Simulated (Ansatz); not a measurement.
Zr6O20H16. Total charge 0; singlet. Geometry PBE-D4/def2-SVP.

```xyz
42

Zr   -2.694   -0.476    1.301
Zr    0.569    1.285    1.377
Zr    2.505   -1.155    0.128
Zr   -2.519    2.047   -0.700
Zr   -0.475   -2.458   -0.608
Zr    0.242    0.511   -1.803
O     1.864    2.760    1.784
O    -0.591    2.424    2.690
O     3.936   -2.144    1.131
O     2.138   -0.096    1.974
O     1.291    1.009   -3.391
O     2.027    0.997   -0.550
O    -0.958   -0.041    2.443
O    -0.489    1.918   -0.323
O    -2.713    1.780    1.359
O    -1.499    1.599   -2.564
O     3.983   -0.780   -1.187
O     1.312   -2.963    0.457
O     0.318   -0.543    0.130
O     1.336   -1.486   -1.838
O    -4.209   -0.887    2.432
O    -0.685   -4.189   -1.475
O    -3.129    0.175   -0.601
O    -1.981   -2.197    0.610
O    -3.700    3.514   -1.208
O    -1.226   -1.079   -2.053
H     2.717    2.874    1.333
H    -0.183    3.297    2.844
H     3.790   -2.570    1.994
H     2.871    0.207    2.537
H     2.204    0.870   -3.691
H     2.776    1.494   -0.928
H    -1.133    0.516    3.233
H    -2.037    2.209    1.990
H    -1.889    1.355   -3.423
H     4.811   -1.216   -0.908
H     1.723   -3.845    0.465
H     1.820   -1.778   -2.632
H    -4.929   -1.449    2.750
H    -0.790   -5.022   -1.952
H    -4.287    4.262   -1.377
H    -2.117   -0.727   -1.750
```

In the def2 sets Zr takes a core potential, while STO-3G treats all electrons; there is no spin–orbit coupling. Single mean-field runs in def2-SVP, def2-TZVP are fitted with def2-universal-jkfit.

(1) Estimate the orbital energies around the gap (eV) in Ansatz with HF/STO-3G, BLYP-D4/def2-SVP, r2SCANh-D4/def2-SVP, PBE0-D4/def2-TZVP, ωB97X-V/def2-SVP.

Answers

(1) 
```
orbital  HF/STO-3G  BLYP-D4/def2-SVP  r2SCANh-D4/def2-SVP  PBE0-D4/def2-TZVP  ωB97X-V/def2-SVP
HOMO−13      -9.15             -6.95                -8.15              -8.93            -11.33
HOMO−12      -9.06             -6.89                -8.09              -8.88            -11.28
HOMO−11      -8.99             -6.87                -8.07              -8.85            -11.24
HOMO−10      -8.86             -6.85                -8.04              -8.81            -11.21
 HOMO−9      -8.77             -6.79                -7.96              -8.72            -11.17
 HOMO−8      -8.66             -6.76                -7.92              -8.71            -11.07
 HOMO−7      -8.54             -6.70                -7.85              -8.60            -10.94
 HOMO−6      -8.33             -6.65                -7.82              -8.56            -10.90
 HOMO−5      -8.21             -6.55                -7.71              -8.48            -10.83
 HOMO−4      -8.14             -6.48                -7.65              -8.42            -10.74
 HOMO−3      -8.00             -6.34                -7.50              -8.30            -10.63
 HOMO−2      -7.86             -6.27                -7.42              -8.21            -10.54
 HOMO−1      -7.79             -6.18                -7.33              -8.12            -10.47
   HOMO      -7.66             -6.05                -7.20              -7.98            -10.33
   LUMO       6.78             -1.49                -1.16              -0.90              1.20
 LUMO+1       7.02             -1.28                -0.95              -0.73              1.30
 LUMO+2       7.38             -1.13                -0.82              -0.61              1.43
 LUMO+3       7.68             -1.02                -0.60              -0.53              1.48
 LUMO+4       7.88             -0.92                -0.57              -0.40              1.59
 LUMO+5       8.14             -0.80                -0.40              -0.29              1.62
```
